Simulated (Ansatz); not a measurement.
Cost and result for the atomization energy of `COB(S)Cl` (9 atoms, 8 bonds).

```xyz
9

C    -1.0845   -0.7967   -0.4319
O    -0.2863    0.3591   -0.2345
B     0.8855    0.3445    0.4173
S     1.8484    1.8556    0.6309
Cl    1.5592   -1.1419    1.1043
H    -1.3912   -1.2243    0.5247
H    -0.5391   -1.5526   -1.0004
H    -1.9652   -0.4849   -0.9910
H     0.9733    2.6412   -0.0194
```

Charge 0, multiplicity 1. Geometry: relaxed with PBE0-D4/def2-TZVP. It is one conformer, not always the lowest. Program: Ansatz. Hardware: A = 2 threads of an AMD EPYC 7R13 on a shared host; B = 2 threads of an AMD EPYC 7R13 on a shared host and a share of an NVIDIA H100 80 GB. Times are those of one run each, without the atoms' runs, and a repeat can differ threefold. Electronic energies, without spin–orbit coupling; frozen cores. CCSD(T)/CBS extrapolates def2-TZVPP and def2-QZVPP, and its time is that of the two runs behind it. T1 = 0.012. B3LYP takes the VWN-RPA correlation (the form of Gaussian; ORCA's B3LYP/G).

CCSD(T)/CBS is a level of theory with its own doubt, some kJ/mol a heavy atom from the limit and from the frozen cores, so smaller differences don't rank the functionals.

```json
{"level": "CCSD(T)/def2-TZVPP [B]", "functions": "233", "wall time": "4.5 s"}
{"level": "PBE-D4/def2-TZVPP (with forces) [A]", "functions": "233", "wall time": "4.9 s"}
{"level": "PBE0-D4/def2-TZVPP [A]", "functions": "233", "wall time": "6 s"}
{"level": "B3LYP-D4/def2-TZVPP (with forces) [A]", "functions": "233", "wall time": "8 s"}
{"level": "B2PLYP/def2-TZVPP [A]", "functions": "233", "wall time": "8 s"}
{"level": "r2SCAN-D4/def2-TZVPP (with forces) [A]", "functions": "233", "wall time": "9.5 s"}
{"level": "ωB97X-V/def2-TZVPP [A]", "functions": "233", "wall time": "11 s"}
{"level": "ωB97M-V/def2-TZVPP (with forces) [A]", "functions": "233", "wall time": "15 s"}
{"level": "CCSD(T)/def2-QZVPP [B]", "functions": "431", "wall time": "21 s"}
{"level": "CCSD(T)/CBS(def2)", "functions": "–", "wall time": "25 s"}
```

Q: What atomization energy does each give, and how far from CCSD(T)/CBS? (Estimate.)

A: Computed: 
```tsv
level	atomization (kJ/mol)	difference from CCSD(T)/CBS	per bond
CCSD(T)/def2-TZVPP [B]	3328.8	-88.6	-11.1
PBE-D4/def2-TZVPP (with forces) [A]	3514.1	96.7	12.1
PBE0-D4/def2-TZVPP [A]	3445.9	28.5	3.6
B3LYP-D4/def2-TZVPP (with forces) [A]	3416.0	-1.4	-0.2
B2PLYP/def2-TZVPP [A]	3385.4	-32.0	-4.0
r2SCAN-D4/def2-TZVPP (with forces) [A]	3456.7	39.3	4.9
ωB97X-V/def2-TZVPP [A]	3435.8	18.4	2.3
ωB97M-V/def2-TZVPP (with forces) [A]	3449.2	31.8	4.0
CCSD(T)/def2-QZVPP [B]	3380.6	-36.8	-4.6
CCSD(T)/CBS(def2)	3417.4	0.0	0.0
```

The D4 term adds +33.6 kJ/mol with B3LYP and +17.5 kJ/mol with PBE0; it sums over pairs of atoms, weighted by their polarisabilities, and B3LYP, whose exchange is more repulsive, gets the larger term. From PBE to PBE0 (25 % exact exchange), in def2-TZVPP and without D4, the atomization energy moves by −65.1 kJ/mol: exact exchange takes away binding that semilocal exchange gives to molecules. In def2-TZVPP, CCSD(T) changes the Hartree–Fock value by +815.4 kJ/mol (the triples alone add +59.3 kJ/mol) and MP2 by +905.4 kJ/mol; breaking electron pairs costs correlation energy, which Hartree–Fock lacks.
